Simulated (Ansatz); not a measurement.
Consider the cleavage of the B–Al bond: `[OH][AlH][BH][SeH]` + `N[SiH3]` → `[SiH3]NB[SeH]` + `[OH][AlH2]`.

Calculated with Ansatz (gas phase, PBE0-D4/def2-TZVP geometries, no zero-point term in ΔE). CCSD(T)/CBS is the MP2 limit (def2-TZVPP, def2-QZVPP) plus CCSD(T) − MP2 in def2-TZVPP, frozen cores. This one scheme is used for every species. For Se outer-core shells are correlated without core-valence functions, which leaves a few kJ/mol of doubt a bond. Scalar relativity is left out up to krypton. Each species was taken in one conformer, which may not be the lowest.

`[OH][AlH][BH][SeH]`:

Cartesian coordinates in Å:
```
O -0.396 -1.524 -0.651
Al -0.786 0.137 -0.704
B 0.415 1.262 0.619
Se 1.704 0.316 1.642
H -0.838 -2.183 -1.183
H -1.943 0.592 -1.696
H 0.422 2.436 0.844
H 1.421 -1.037 1.129
```

`N[SiH3]`:

```xyz
7

N     0.749    0.215    0.728
Si   -0.377   -0.163   -0.515
H     0.807   -0.373    1.544
H     0.917    1.178    0.972
H    -0.221   -1.602   -0.851
H    -1.817    0.062   -0.184
H    -0.058    0.684   -1.694
```

`[SiH3]NB[SeH]`:

```xyz
10

Si    0.855    1.421   -0.095
N     0.261   -0.218   -0.032
B    -1.077   -0.600    0.127
Se   -1.715   -2.438    0.193
H     1.548    1.672   -1.386
H    -0.311    2.321    0.048
H     1.832    1.661    1.000
H     0.949   -0.953   -0.120
H    -1.933    0.227    0.235
H    -0.408   -3.093    0.030
```

`[OH][AlH2]`:

Cartesian coordinates in Å:
```
O -0.645 0.557 0.868
Al 0.073 -0.231 -0.450
H -0.163 0.821 1.650
H 1.623 -0.560 -0.419
H -0.888 -0.587 -1.649
```

```csv
level,ΔE (eV)
MP2/def2-TZVPP,-1.37
HF/def2-QZVPP,-1.46
```

**Question.** What does CCSD(T)/CBS give? (Estimate.)

**Answer.** The calculation gave: -1.28 eV. The listed levels differ from it by -0.09, -0.18 eV.

Largest T1 diagnostic among the species: 0.014.

From PBE to PBE0 (25 % exact exchange), in def2-TZVPP and without D4, ΔE moves by −0.05 eV. In def2-TZVPP, CCSD(T) changes the Hartree–Fock value by +0.16 eV (the triples alone add +0.02 eV) and MP2 by +0.08 eV.
